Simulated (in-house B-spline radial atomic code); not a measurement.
**Tb2+: [Kr] 4d9 4f9 5s2 5p6 6s1 (an excited or competing configuration)**

Computed with a radial B-spline atomic code at the basis-set limit: Dirac-Hartree-Fock, average of configuration, Fermi nucleus of rms radius 5.06 fm.

Z_r = [3n² - l(l+1)]/(2<r>); Z_e = n√(-2ε); the last column is Slater's effective charge. Values are occupation-weighted means over j. An effective charge above Z reflects the relativistic contraction of the inner shells.

| shell | electrons | ε (eV) | <r> (bohr) | Z_r | Z_e | Slater |
| --- | --- | --- | --- | --- | --- | --- |
| 1s | 2 | -52336 | 0.0215 | 69.76 | 62.02 | 64.70 |
| 2s | 2 | -8821.2 | 0.09087 | 66.03 | 50.93 | 60.85 |
| 2p | 6 | -7864.5 | 0.08058 | 62.05 | 48.08 | 60.85 |
| 3s | 2 | -2029.9 | 0.2381 | 56.71 | 36.64 | 53.75 |
| 3p | 6 | -1725.9 | 0.2367 | 52.80 | 33.79 | 53.75 |
| 3d | 10 | -1315 | 0.2164 | 48.51 | 29.49 | 43.85 |
| 4s | 2 | -446.61 | 0.5405 | 44.40 | 22.92 | 37.25 |
| 4p | 6 | -342.66 | 0.5713 | 40.26 | 20.07 | 37.25 |
| 4d | 9 | -195.72 | 0.6217 | 33.78 | 15.17 | 26.20 |
| 5s | 2 | -79.642 | 1.318 | 28.46 | 12.10 | 12.45 |
| 5p | 6 | -51.164 | 1.518 | 24.04 | 9.70 | 12.45 |
| 4f | 9 | -37.472 | 0.799 | 22.53 | 6.64 | 17.20 |
| 6s | 1 | -18.697 | 3.416 | 15.81 | 7.03 | 4.20 |

The least bound orbital is 6s1/2 at -18.7 eV, and it is also the most diffuse (<r> = 3.416 bohr). The part-filled 4d shell lies below the filled 5p shell in orbital energy.

Spin-orbit splittings of the orbital energies (j = l + 1/2 above j = l - 1/2 when positive): 2p 748.7 eV, 3p 157.7 eV, 3d 34 eV, 4p 35.54 eV, 4d 6.539 eV, 5p 5.115 eV, 4f 0.8899 eV.

For the 1s electron the small component carries 5.88 % of the norm, the zero-frequency Breit interaction raises the level by 158.7 eV, self-energy by 95.39 eV, and vacuum polarisation lowers it by 15.78 eV.
